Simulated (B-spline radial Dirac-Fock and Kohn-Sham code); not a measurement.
# Satellites and hypersatellites of the K lines of Pb⁶⁺

System: lead as Pb⁶⁺, configuration [Xe] 4f14 5d8.

Method: Dirac-Fock ΔSCF + Breit + QED. Computed with a radial B-spline solver. Each two-hole energy is an average over J within one jj subconfiguration, not an observable level; in light atoms, where LS coupling holds, the j-resolved values are not observed lines, and for a K spectator the Kα1 hypersatellite is nearly forbidden. Electron correlation is not included.

Lines without a spectator: Kα2 (K-L2) 72800.5 eV, Kα1 (K-L3) 74964.9 eV, Kβ3 (K-M2) 84440.8 eV, Kβ1 (K-M3) 84928.8 eV. Shifts in eV with one spectator hole (a dash: not computed, or left out as unreliable):

```csv
spectator hole,Kα2,Kα1,Kβ3,Kβ1
K (1s),+1151.7,+1261.6,+1497.7,+1523.7
L2 (2p1/2),+153.4,+213.1,–,+388.6
L3 (2p3/2),+103.2,+118.2,+271.2,–
M2 (3p1/2),–,+35.1,+63.7,+75.9
M3 (3p3/2),+16.58,–,+49.9,+51.4
```

Run: 50 s of CPU time on 1 thread of Neoverse-V1 (shared host), peak memory 0.57 GiB.
